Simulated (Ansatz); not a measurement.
Geometry optimisation, RKS B3LYP-D4/def2-SVP in Ansatz.

input.yaml

```yaml
crystal:
  periodic: [false, false, false]
  atoms:
    - { symbol: O, position_ang: [1.7827, 0.6634, 2.2105] }
    - { symbol: C, position_ang: [0.9658, 0.6661, 1.0081] }
    - { symbol: S, position_ang: [-0.1308, -0.7743, 1.043] }
    - { symbol: Si, position_ang: [-1.1902, -0.5255, -0.7216] }
    - { symbol: S, position_ang: [0.017, -0.7568, -2.4329] }
    - { symbol: H, position_ang: [1.6409, -0.1712, 2.5683] }
    - { symbol: H, position_ang: [1.6856, 0.6202, 0.1655] }
    - { symbol: H, position_ang: [0.4269, 1.6103, 0.9403] }
    - { symbol: H, position_ang: [-0.72607, -1.91063, 1.55173] }
    - { symbol: H, position_ang: [-1.8576, 0.8215, -0.7093] }
    - { symbol: H, position_ang: [-0.9584, -0.6541, -3.3199] }
basis:
  gaussian: { orbitals: def2-SVP }
hamiltonian:
  xc: b3lyp
  dispersion: d4
relax:
  f_tol: 0.02
  max_steps: 50
output:
  orbitals: {}
```

Run as:

```bash
$ ansatz run input.yaml --threads 2 --pin off --max-ram 3072MiB --backend cpu --events-out ev --progress --plain --runs-dir out
```

Q: Where does it end, and by what steps?

A: The forces met the threshold. After 21 steps the energy has fallen by 4.040 eV; H11 moved furthest, 1.06 Å.

```tsv
step	energy less start (eV)	largest force component (eV/Å)	accepted
0	0.0000	4.583	yes
1	-1.1581	2.499	yes
2	-1.7967	1.457	yes
3	-2.2854	1.826	yes
4	-2.6073	1.787	yes
5	-2.9794	1.396	yes
6	-3.3500	1.617	yes
7	-3.5938	0.931	yes
8	-3.7240	1.047	yes
9	-3.8194	0.906	yes
10	-3.9392	0.596	yes
11	-3.9918	0.290	yes
12	-4.0123	0.149	yes
13	-4.0292	0.262	yes
14	-4.0352	0.134	yes
15	-4.0382	0.066	yes
16	-4.0395	0.053	yes
17	-4.0395	0.060	no
18	-4.0399	0.026	yes
19	-4.0400	0.025	yes
20	-4.0399	0.034	no
21	-4.0401	0.011	yes
```

```xyz
11
Properties=species:S:1:pos:R:3
O 1.723 0.399 2.148
C 0.825 0.441 1.102
S -0.161 -1.139 0.878
Si -1.773 -0.460 -1.080
S -0.073 -0.036 -2.431
H 2.467 -0.172 1.908
H 1.274 0.578 0.104
H 0.099 1.242 1.286
H -0.951 -0.998 1.970
H -1.679 0.954 -0.491
H -0.094 -1.220 -3.088
```

Whether the end is a true minimum wasn't checked by a vibrational analysis.

Run time: 100 s on 2 threads of Intel(R) Xeon(R) Platinum 8175M CPU @ 2.50GHz (Skylake/Cascade Lake), on a shared host, peak memory 0.28 GiB.
